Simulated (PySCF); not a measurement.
Vibration and rotation of MgGe

ROHF-CCSD(T) constants of MgGe, ³Σ⁻ (triplet), unpaired electrons π ↑↑ (Mg cc-pVDZ, Ge cc-pVDZ-PP with ECP10; scalar-relativistic core potentials (PySCF 2.14); masses 23.9850 and 73.9212 u):

```
ωe              : 252.7 cm⁻¹
ωexe            : 1.92 cm⁻¹
Be              : 0.13606 cm⁻¹
αe              : 0.00111 cm⁻¹
D (centrifugal) : 1.58e-07 cm⁻¹
De to Mg + Ge   : 0.79 eV
```

Q: Give the vibrational terms G(v) and spacings up to v = 6.

A: G(v) = ωe(v+½) − ωexe(v+½)².

```csv
v,G(v) (cm⁻¹),G(v) − G(v−1),Bv (cm⁻¹)
0,125.9,,0.1355
1,374.7,248.9,0.1344
2,619.8,245.0,0.1333
3,860.9,241.2,0.1322
4,1098.3,237.3,0.1311
5,1331.8,233.5,0.1300
6,1561.4,229.7,0.1288
```

Q: How well does the Morse estimate ωe²/(4ωexe) reproduce De, and what is D0?

A: It gives 1.03 eV, 130 % of the computed De. D0 = De − G(0) = 0.79 − 0.02 = 0.77 eV.

Correlated steps freeze 5 core orbitals. Correlated levels converge slowly with the basis: in double zeta they bind strong bonds too weakly, by up to about 1 eV, and carry superposition errors of some tenths. Spin–orbit coupling is left out. The state is the lowest determinant that a PBE0 search found; another state may lie lower at other levels.
